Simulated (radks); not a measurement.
Task: Ionisation ladder of lead, from Pb LXVII to Pb LXXXII. Each ion is in the ground configuration listed by NIST, and IE = E(next ion) - E(this ion), with E = 0 for the bare nucleus. All-electron calculation, scalar-relativistic Kohn-Sham, LDA (Slater exchange, VWN5 correlation), spin-polarised, spherical densities, finite nucleus; open shells are filled with parallel spins first (spin-orbit coupling, left out, can overturn this in heavy ions); Fermi nuclear charge, rms radius 5.5012 fm. Program: a radial shooting solver on a logarithmic mesh with Libxc functionals.

species     configuration  IE, Delta-SCF (eV)  <r> HOMO (bohr)
Pb LXVII     [Ne] 3s2 3p4              7802.3            0.162
Pb LXVIII    [Ne] 3s2 3p3              7977.7            0.161
Pb LXIX      [Ne] 3s2 3p2              8118.1            0.160
Pb LXX       [Ne] 3s2 3p1                   ?            0.159
Pb LXXI          [Ne] 3s2              9024.0            0.161
Pb LXXII         [Ne] 3s1              9175.3            0.160
Pb LXXIII            [Ne]                   ?           0.0603
Pb LXXIV     [He] 2s2 2p5               20603           0.0600
Pb LXXV      [He] 2s2 2p4                   ?           0.0597
Pb LXXVI     [He] 2s2 2p3               21463           0.0592
Pb LXXVII    [He] 2s2 2p2                   ?           0.0589
Pb LXXVIII   [He] 2s2 2p1               22221           0.0586
Pb LXXIX         [He] 2s2               24598           0.0651
Pb LXXX          [He] 2s1               24980           0.0648
Pb LXXXI             [He]               99783           0.0160
Pb LXXXII             1s1              101406           0.0159

Estimate the withheld Delta-SCF values.

Result: Pb LXX: 8256.4 eV (NIST 8680); Pb LXXIII: 20230 eV (NIST 19590); Pb LXXV: 20969 eV (NIST 20380); Pb LXXVII: 21846 eV (NIST 23460).
